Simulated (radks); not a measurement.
The numbers below are computed, except where a source is named.
All-electron atom: the praseodymium ion Pr4+ in [Kr] 4d10 4f1 5p6 5f2 (not the ground configuration). Level of theory: scalar-relativistic Kohn-Sham, PBE, spin-unpolarised, spherical densities, finite nucleus; Fermi nuclear charge, rms radius 4.8919 fm (a radial shooting solver on a logarithmic mesh with Libxc functionals). Some entries of the table are withheld. Estimate them.

orbital,occ.,eigenvalue (eV),r(max) (bohr)
1s,2,-41879.50,0.01541
2s,2,-6794.609,0.08726
2p,6,-6086.940,0.07028
3s,2,-1520.446,0.2491
3p,6,-1296.280,0.2439
3d,10,-981.4499,0.2006
4s,2,-355.5769,0.5778
4p,6,-281.8576,0.6026
4d,10,(1),(2)
5p,6,-71.6797,1.425
4f,1,-62.7252,0.6544
5f,2,-20.8228,(3)

Answer. 
(1) 4d eigenvalue (eV): -176.1464
(2) 4d r(max) (bohr): 0.6314
(3) 5f r(max) (bohr): 2.797
